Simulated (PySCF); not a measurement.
Two species compared at the same levels of theory.

First species: C5H14FPSi2.
Numbering: `[F:1][Si@@:2]1([PH2:3])[CH2:4][CH2:5][CH2:6][C@@H:7]1[CH2:8][SiH3:9]` (hydrogens: H10, H11 on P3; H12, H13 on C4; H14, H15 on C5; H16, H17 on C6; H18 on C7; H19, H20 on C8; H21, H22, H23 on Si9)

Second species: C5H8F2SSi.
SMILES: `F[C@@H]1CSC=CC[Si@@H]1F`

Levels: PBE0/pcSseg-1 for HOMO energy, LUMO energy and HOMO–LUMO gap. Geometries: GFN2-xTB. Each species is one conformer at its optimised geometry, gas phase, non-relativistic unless stated; the electronic structure was computed with PySCF and density fitting.

```tsv
property	column X	column Y
HOMO energy	-7.68 eV	-7.30 eV
LUMO energy	0.23 eV	-0.65 eV
HOMO–LUMO gap	7.91 eV	6.65 eV
```

Q: Which column belongs to which species?

A: Column X is the first species and column Y the second. The first has 23 atoms and 96 electrons, the second 17 and 86.

Q: How does each property change from the first species to the second?

A: HOMO energy +0.38 eV; LUMO energy -0.88 eV; HOMO–LUMO gap -1.26 eV.

